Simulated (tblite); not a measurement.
Species: C5H4BrF2O (doublet state).
Atom-mapped SMILES: `[F:1][C@H:2]([Br:3])[C@@H:4]([F:5])[O:6][C:7]1=[C:8][CH2:9]1` (hydrogens: H10 on C2; H11 on C4; H12, H13 on C9)
Bond orders are those of one Lewis drawing.

Computed with GFN2-xTB (tblite), gas phase: L-BFGS steps from a force-field or distance-geometry start until the largest atomic force falls under 0.01 eV/Å.

Step 19: E = -820.5071 eV
```
atom  x, y, z in Å  |  force x, y, z in eV/Å
F1     -1.9232    1.8061    0.4353    0.014   0.001  -0.027
C2     -2.1246    0.5947   -0.1170    0.056   0.011  -0.011
Br3    -3.4636   -0.3435    0.9312    0.002  -0.002  -0.023
C4     -0.8216   -0.2064   -0.1179    0.016  -0.021  -0.001
F5     -1.0831   -1.4199   -0.6892    0.013  -0.039   0.010
O6      0.1084    0.4841   -0.8818   -0.028   0.014  -0.041
C7      1.3113   -0.0821   -1.0025   -0.001  -0.049   0.013
C8      2.2623   -0.7989   -1.4751   -0.017   0.044  -0.006
C9      2.6668   -0.1937   -0.1684    0.028  -0.026   0.015
H10    -2.4944    0.7157   -1.1410   -0.040   0.056   0.030
H11    -0.4633   -0.4050    0.9055    0.010  -0.012   0.037
H12     3.3267    0.6624   -0.1378   -0.047   0.053  -0.015
H13     2.6940   -0.8130    0.7186   -0.007  -0.030   0.020
```

Step 20: E = -820.5078 eV
```
atom  x, y, z in Å  |  force x, y, z in eV/Å
F1     -1.9177    1.8045    0.4372    0.017   0.002  -0.037
C2     -2.1214    0.5952   -0.1182    0.000  -0.012   0.024
Br3    -3.4658   -0.3404    0.9308    0.020   0.008  -0.041
C4     -0.8214   -0.2093   -0.1167    0.023  -0.012  -0.015
F5     -1.0802   -1.4229   -0.6880   -0.005  -0.047   0.023
O6      0.1066    0.4808   -0.8824    0.002   0.031  -0.047
C7      1.3103   -0.0831   -1.0046    0.002  -0.047   0.020
C8      2.2629   -0.7971   -1.4780   -0.003   0.047   0.014
C9      2.6656   -0.1933   -0.1693    0.020  -0.019   0.021
H10    -2.4920    0.7177   -1.1418   -0.032   0.057   0.034
H11    -0.4643   -0.4052    0.9078    0.014  -0.018   0.029
H12     3.3220    0.6660   -0.1356   -0.054   0.032  -0.020
H13     2.6910   -0.8124    0.7188   -0.002  -0.023  -0.006
```

Step 21: E = -820.5086 eV
```
atom  x, y, z in Å  |  force x, y, z in eV/Å
F1     -1.9118    1.8031    0.4382    0.023   0.005  -0.037
C2     -2.1182    0.5954   -0.1192   -0.052  -0.029   0.047
Br3    -3.4674   -0.3375    0.9297    0.031   0.015  -0.051
C4     -0.8207   -0.2124   -0.1158    0.019   0.001  -0.022
F5     -1.0771   -1.4267   -0.6864   -0.018  -0.042   0.038
O6      0.1049    0.4780   -0.8839    0.027   0.023  -0.037
C7      1.3089   -0.0852   -1.0061    0.005  -0.030   0.025
C8      2.2636   -0.7945   -1.4809    0.019   0.037   0.026
C9      2.6647   -0.1934   -0.1699    0.000  -0.004   0.021
H10    -2.4905    0.7212   -1.1418   -0.019   0.049   0.034
H11    -0.4652   -0.4054    0.9105    0.018  -0.018   0.002
H12     3.3161    0.6704   -0.1336   -0.057   0.009  -0.018
H13     2.6884   -0.8125    0.7190    0.006  -0.016  -0.029
```

Step 22: E = -820.5094 eV
```
atom  x, y, z in Å  |  force x, y, z in eV/Å
F1     -1.9050    1.8017    0.4387    0.026   0.007  -0.025
C2     -2.1154    0.5950   -0.1196   -0.078  -0.031   0.048
Br3    -3.4687   -0.3340    0.9276    0.030   0.013  -0.047
C4     -0.8197   -0.2156   -0.1151    0.004   0.013  -0.022
F5     -1.0741   -1.4316   -0.6838   -0.024  -0.023   0.050
O6      0.1033    0.4753   -0.8860    0.037  -0.004  -0.013
C7      1.3072   -0.0879   -1.0073    0.008  -0.005   0.023
C8      2.2650   -0.7912   -1.4838    0.041   0.017   0.028
C9      2.6637   -0.1935   -0.1702   -0.025   0.015   0.018
H10    -2.4893    0.7260   -1.1410   -0.006   0.032   0.029
H11    -0.4658   -0.4061    0.9133    0.021  -0.012  -0.035
H12     3.3086    0.6754   -0.1317   -0.050  -0.008  -0.012
H13     2.6857   -0.8128    0.7188    0.016  -0.014  -0.041
```

Q: Estimate the geometry and energy of step 23. (The exact step hangs on the optimiser's Hessian estimate; all steps are aligned on step 22, rigid shifts and turns removed.)

A: E = -820.5102 eV, largest force 0.071 eV/Å
```
atom  x, y, z in Å  |  force x, y, z in eV/Å
F1     -1.8973    1.8003    0.4386    0.023   0.006  -0.006
C2     -2.1136    0.5941   -0.1191   -0.062  -0.017   0.027
Br3    -3.4699   -0.3299    0.9243    0.016   0.004  -0.030
C4     -0.8188   -0.2189   -0.1147   -0.015   0.019  -0.015
F5     -1.0717   -1.4371   -0.6799   -0.028   0.000   0.053
O6      0.1019    0.4725   -0.8885    0.029  -0.035   0.011
C7      1.3058   -0.0907   -1.0082    0.011   0.014   0.012
C8      2.2672   -0.7873   -1.4864    0.051  -0.005   0.020
C9      2.6620   -0.1932   -0.1702   -0.043   0.030   0.013
H10    -2.4876    0.7313   -1.1397    0.002   0.012   0.019
H11    -0.4655   -0.4074    0.9155    0.023   0.000  -0.067
H12     3.3002    0.6802   -0.1299   -0.034  -0.010   0.000
H13     2.6829   -0.8132    0.7179    0.027  -0.017  -0.038
```

The energy changes by -0.0008 eV. The first-order estimate −F·Δx gives -0.0011 eV and the mean of the old and new forces, exact on a quadratic surface, -0.0008 eV. The step makes an angle of 71° with the force vector and moves no atom by more than 0.010 Å.

The cost below is that of the whole relaxation. Hardware: Arm Neoverse V2, one thread, shared host with 96 logical CPUs at a one-minute load of 16. Cost: 0.46 s wall.
